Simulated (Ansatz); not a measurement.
C$_{2}$H$_{5}$GeN (`C1=[N][GeH2][CH2]1`). Charge 0, multiplicity 1. The structure was optimised at the PBE0-D4/def2-TZVP level.

```xyz
9

C     0.336    0.396   -1.103
N     0.691   -0.832   -1.101
Ge    0.019   -1.020    0.677
C    -0.322    0.868    0.173
H     0.505    1.043   -1.974
H     1.083   -1.316    1.746
H    -1.181   -1.971    0.820
H     0.229    1.645    0.706
H    -1.360    1.186    0.057
```

Q: What is the dipole moment at ωB97M-V/def2-TZVPP? (An estimate is asked.)

A: Ansatz gave: 2.48 D, with components (-1.10, 1.46, 1.67) D in this frame, pointing from negative to positive charge.

Q: And with PBE, r2SCAN, B3LYP? (Best estimate.)

A: The calculation gave: PBE 2.37 D, r2SCAN 2.45 D, B3LYP 2.46 D.

Q: Give the Mulliken charges with ωB97M-V, r2SCAN, PBE in def2-TZVPP. (Best estimate.)

A: The calculation gave: 
| atom | ωB97M-V | r2SCAN | PBE |
| --- | --- | --- | --- |
| C1 | 0.04 | 0.12 | 0.00 |
| N2 | -0.35 | -0.38 | -0.27 |
| Ge3 | 0.31 | 0.34 | 0.30 |
| C4 | -0.38 | -0.24 | -0.26 |
| H5 | 0.10 | 0.05 | 0.08 |
| H6 | 0.01 | -0.02 | -0.02 |
| H7 | 0.01 | -0.02 | -0.02 |
| H8 | 0.13 | 0.08 | 0.10 |
| H9 | 0.13 | 0.08 | 0.10 |

B3LYP here is the variant with VWN-RPA as its local correlation; programs differ in this.
